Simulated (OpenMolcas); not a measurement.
Cr4+: CASPT2 settings compared

```
Program             : OpenMolcas
Basis               : ANO-RCC-VTZP [6s5p3d2f1g]
Scalar Hamiltonian  : X2C, point nucleus
Active space        : 2 electrons in 5 orbitals (3d)
State averaging     : 2S+1 = 3 even, 10 roots; 2S+1 = 1 even, 15 roots
Spin-orbit coupling : RASSI with atomic mean-field integrals over the reference wave functions, term energies averaged over their components
```

Methods on the same reference wave functions:
A. CASSCF
B. SS-CASPT2, IPEA 0.1 Eh, sigma1 regulariser 0.25 Eh (closed shells correlated: 3s 3p)
C. SS-CASPT2, IPEA 0.1 Eh, imaginary shift 0.15 Eh (closed shells correlated: 3s 3p)
D. SS-CASPT2, IPEA 0.5 Eh, imaginary shift 0.4 Eh (closed shells correlated: 3s 3p)

Energies in cm⁻¹ above 3d² ³F₂, the measured ground level; measured values from Sugar and Corliss, J. Phys. Chem. Ref. Data 6, 317 (1977).

| Level | A | B | C | D | Measured |
| --- | --- | --- | --- | --- | --- |
| 3d² ³F₂ | 0.0 | 0.0 | 0.0 | 0.0 | 0.0 |
| 3d² ³F₃ | 505 | 509 | 509 | 509 | 508 |
| 3d² ³F₄ | 1153 | 1157 | 1157 | 1156 | 1142 |
| 3d² ¹D₂ | 16452 | 13050 | 13050 | 13130 | 13188 |
| 3d² ³P₀ | 19267 | 16050 | 16050 | 16500 | 15492 |
| 3d² ³P₁ | 19445 | 16230 | 16230 | 16680 | 15677 |
| 3d² ³P₂ | 19838 | 16620 | 16620 | 17060 | 16041 |
| 3d² ¹G₄ | 25239 | 22550 | 22550 | 22530 | 22019 |
| 3d² ¹S₀ | 61249 | 52290 | 52290 | 52340 | 51146 |

Deviations, from unrounded energies. A percentage is the sum of absolute deviations over the sum of measured energies, with the sign that they share, or ± where signs differ.

```csv
Against measurement,Levels,A,B,C,D
mean absolute deviation (cm-1),8,3500,440,440,600
fine structure of the ground term (%),2,±0.9,+0.9,+0.9,+0.9
other terms of the ground configuration (%),6,+20.9,±2.6,±2.6,±3.6
```

B, C lie about equally close to measurement and A furthest from it. The largest miss of B in the table is 3d² ¹S₀, by +1100 cm-1. The ranking rests on the paired levels alone, and a cruder setting can come out closer through cancelling errors.

Among B to D the level of the table that moves most is 3d² ³P₁, by 450 cm-1 (lowest in B, highest in D). Moves below CASPT2's spread within the term are not significant.

The mean deviations of B to D differ by less than CASPT2's widest spread within a term (840 cm-1), so their order carries little weight.

From A to B the spin-free energies of the other terms of 3d² shown, above ³F, scale by factors of 0.78 to 0.89, as is usual when dynamic correlation screens the repulsion within a d or f shell.

The lowest spin-free term lies below A's lowest term by 0.303 hartree in B, 0.303 hartree in C, 0.297 hartree in D.

CASPT2 does not keep the components of a term degenerate, so their means are used; among the terms shown or strongly mixed into the levels shown the widest spread is 840 cm-1 (3d² ¹G, B). Without dynamic correlation excited terms often stand tens of per cent too high (terms of higher spin than the ground term too low), and those without a measured partner can miss by more than the paired ones (holds for A). Measured partners are found by configuration, term and J. A level has none where our copy of the source lacks it or the pairing is in doubt (some pairs that miss far off the trend of their configuration count as doubtful), and it then counts in no deviation. Only configurations of the active space appear.
